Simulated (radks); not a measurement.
Values are calculated unless marked as measured or tabulated.
Question: These are the eigenvalues of the occupied orbitals of an atom or ion with whole-number occupations (hartree). Code: a radial shooting solver on a logarithmic mesh with Libxc functionals. Model: non-relativistic Kohn-Sham, BLYP, spin-polarised, spherical densities, point nucleus.

1s: -46.99774
2s: -3.65646
2p: -2.45307

Which element is it, and in what charge state? The configuration may be excited. Open shells, if any, are filled with parallel spins first.

Answer: Z = 12, magnesium, charge +2: Mg2+ in [Ne]. The list shows which subshells hold electrons but not how many an open one holds; the 1s level, -46.998 hartree, gives Z - s = 9.7 by -(Z - s)^2/2, which with screening narrows Z to a few neighbours, and the depths of the outer levels then fix element, charge and occupations together.
